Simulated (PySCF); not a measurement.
C₂H₇FOSi₂, SMILES C[Si@H](F)C(=O)[SiH3]. Geometry optimised at PBE-D3(BJ)/def2-SVP. The structure was generated by enumeration; whether it is a known compound was not checked. The values are those of a single conformer.

Computed equilibrium geometry at PBE-D3(BJ)/def2-SVP (PySCF confirms it by a frequency run) as bond lengths and angles (one conformer of several):
Atoms: C1 Si2 F3 C4 O5 Si6 H7 H8 H9 H10 H11 H12 H13. Bonds (Å): C1–Si2 1.869, C1–H7 1.110, C1–H8 1.108, C1–H9 1.108, Si2–F3 1.651, Si2–C4 1.945, Si2–H10 1.502, C4–O5 1.229, C4–Si6 1.963, Si6–H11 1.505, Si6–H12 1.502, Si6–H13 1.506. Bond angles (°): Si2–C1–H7 108.2, Si2–C1–H8 110.8, Si2–C1–H9 112.2, H7–C1–H8 108.2, H7–C1–H9 108.7, H8–C1–H9 108.7, C1–Si2–F3 111.2, C1–Si2–C4 109.0, C1–Si2–H10 112.7, F3–Si2–C4 106.7, F3–Si2–H10 108.0, C4–Si2–H10 109.0, Si2–C4–O5 117.0, Si2–C4–Si6 120.6, O5–C4–Si6 122.4, C4–Si6–H11 108.6, C4–Si6–H12 110.5, C4–Si6–H13 108.0, H11–Si6–H12 110.8, H11–Si6–H13 108.4, H12–Si6–H13 110.5.
Charge 0, spin multiplicity 1.
